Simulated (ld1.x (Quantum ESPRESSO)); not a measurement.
An all-electron radial function and its pseudo partner (gallium (Ga))

Columns: radius, all-electron u(r) and pseudo u(r) of the 4s shell (level -8.93 eV) of gallium in the configuration [Ne] 3s2 3p6 3d10 4s2 4p1; LDA (PZ), non-relativistic, TM scheme, ld1.x (Quantum ESPRESSO) 7.5.

```json
{"r (bohr)": "0.082", "all-electron": "-0.0676", "pseudo": "-0.0146"}
{"r (bohr)": "0.165", "all-electron": "-0.1877", "pseudo": "-0.0300"}
{"r (bohr)": "0.248", "all-electron": "-0.0395", "pseudo": "-0.0463"}
{"r (bohr)": "0.330", "all-electron": "0.1512", "pseudo": "-0.0640"}
{"r (bohr)": "0.413", "all-electron": "0.2773", "pseudo": "-0.0840"}
{"r (bohr)": "0.495", "all-electron": "0.3159", "pseudo": "-0.1065"}
{"r (bohr)": "0.578", "all-electron": "0.2845", "pseudo": "-0.1327"}
{"r (bohr)": "0.660", "all-electron": "0.2080", "pseudo": "-0.1625"}
{"r (bohr)": "0.742", "all-electron": "0.1067", "pseudo": "-0.1969"}
{"r (bohr)": "0.825", "all-electron": "-0.0057", "pseudo": "-0.2365"}
{"r (bohr)": "0.908", "all-electron": "-0.1181", "pseudo": "-0.2813"}
{"r (bohr)": "0.990", "all-electron": "-0.2230", "pseudo": "-0.3300"}
{"r (bohr)": "1.072", "all-electron": "-0.3184", "pseudo": "-0.3823"}
{"r (bohr)": "1.155", "all-electron": "-0.4035", "pseudo": "-0.4372"}
{"r (bohr)": "1.238", "all-electron": "-0.4768", "pseudo": "-0.4919"}
{"r (bohr)": "1.320", "all-electron": "-0.5377", "pseudo": "-0.5431"}
{"r (bohr)": "1.402", "all-electron": "-0.5876", "pseudo": "-0.5890"}
{"r (bohr)": "1.485", "all-electron": "-0.6280", "pseudo": "-0.6281"}
{"r (bohr)": "1.568", "all-electron": "-0.6590", "pseudo": "-0.6590"}
{"r (bohr)": "1.650", "all-electron": "-0.6816", "pseudo": "-0.6816"}
{"r (bohr)": "1.733", "all-electron": "-0.6971", "pseudo": "-0.6971"}
{"r (bohr)": "1.815", "all-electron": "-0.7060", "pseudo": "-0.7060"}
{"r (bohr)": "1.898", "all-electron": "-0.7096", "pseudo": "-0.7096"}
{"r (bohr)": "1.980", "all-electron": "-0.7084", "pseudo": "-0.7084"}
{"r (bohr)": "2.062", "all-electron": "-0.7032", "pseudo": "-0.7032"}
{"r (bohr)": "2.145", "all-electron": "-0.6945", "pseudo": "-0.6945"}
```

Problem. How many radial nodes do the two functions have?

Solution. The all-electron 4s function has n − l − 1 = 3 (the table is too coarse to show those close to the nucleus); the pseudo-wave has 0, since the states of the same l below it are removed with the core.

Problem. At about which radius was the pseudo-wave matched?

Solution. 1.65 bohr. The columns agree to 0.0005 from 1.49 bohr on; several derivatives are matched, so the curves merge somewhat inside the radius.

Problem. Is the pseudo-wave norm-conserving?

Solution. Yes: the TM scheme keeps the norm inside the radius equal to the all-electron one, which fixes the energy derivative of the logarithmic derivative at the level.
